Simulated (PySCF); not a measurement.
Run record: geometry optimisation, `C[SiH2]O[SiH2]F`.

Method: PBE0-D3(BJ)/def2-SVP geometry optimisation, gas phase (PySCF 2.14.0). Start geometry: GFN2-xTB. The command runs a driver script over a list of jobs; the input below is this job's line of settings and its coordinates in Å.

Command:
```bash
OMP_NUM_THREADS=1 python probes_run.py task.json out
```

Input:
```
{"job": {"xc": "PBE0", "basis": "def2-SVP", "d3": "d3bj", "grid": 1, "shake": 0.01, "kind": "geom"}, "charge": 0, "multiplicity": 1}
C     -1.861900     0.167130     0.368190
Si    -0.663800    -0.781390    -0.711220
O      0.845700    -0.470650    -0.221270
Si     2.170510     0.363930     0.297310
F      2.161950     1.751880    -0.501580
H     -1.749600    -0.022590     1.417600
H     -2.898630    -0.053450     0.106310
H     -1.740700     1.270280     0.230930
H     -0.779650    -2.217540    -0.503010
H     -0.730560    -0.375040    -2.103190
H      3.309890    -0.375600    -0.094460
H      1.976490     0.714770     1.705350
```

Output:
```
step   0  E = -795.69104266  max force = 0.043119
step   1  E = -795.69944411  max force = 0.009740
step   2  E = -795.70029815  max force = 0.001603
step   3  E = -795.70034604  max force = 0.000837
step   4  E = -795.70036446  max force = 0.000657
step   5  E = -795.70038455  max force = 0.001006
step   6  E = -795.70041179  max force = 0.001364
step   7  E = -795.70045797  max force = 0.001451
step   8  E = -795.70050513  max force = 0.001274
step   9  E = -795.70053340  max force = 0.001707
step  10  E = -795.70063627  max force = 0.001481
step  11  E = -795.70066998  max force = 0.001437
step  12  E = -795.70071416  max force = 0.000604
step  13  E = -795.70049080  max force = 0.007138
step  14  E = -795.70087551  max force = 0.003435
step  15  E = -795.70095250  max force = 0.002312
step  16  E = -795.70083630  max force = 0.001419
step  17  E = -795.70098244  max force = 0.001114
step  18  E = -795.70102097  max force = 0.000403
step  19  E = -795.70102455  max force = 0.000136
optimisation converged
```

Energies in Eh; «max force» is the largest Cartesian gradient component in Eh/bohr.

**Question.** At which steps does the energy rise by more than 1e-5 Eh?

**Answer.** At steps 13 (+0.22 mEh) and 16 (+0.12 mEh).

**Question.** How much energy does the optimisation release, in kcal/mol?

**Answer.** E(step 0) − E(last step) = 0.009982 Eh, which is 6.3 kcal/mol.

Main results: final energy -795.70102 Eh after 19 steps; dipole 0.88 D.

**Question.** Where do the atoms end?

**Answer.** 0.410 Å rms from the input after alignment:
```
atom  x, y, z in Å
C1    -1.6170    0.6934    0.1213
Si2   -0.7914   -0.7746   -0.6824
O3     0.7645   -0.9447   -0.0886
Si4    2.0401   -0.0850    0.4695
F5     1.8476    1.4668    0.0232
H6    -1.6816    0.5581    1.2123
H7    -2.6375    0.8370   -0.2668
H8    -1.0371    1.6082   -0.0777
H9    -1.5143   -2.0436   -0.3816
H10   -0.7175   -0.5944   -2.1631
H11    3.2939   -0.5847   -0.1456
H12    2.0815   -0.1121    1.9541
```

**Question.** Estimate the wall time. Hardware: one thread of an Arm Neoverse V2, no GPU, shared host with 96 logical CPUs at a one-minute load of 36. And the peak memory of the process?

**Answer.** About 85 s, with 0.47 GiB resident at the peak, the Python interpreter and its libraries included.
Labels such as C1 count atoms from 1, the log's own numbers from 0.
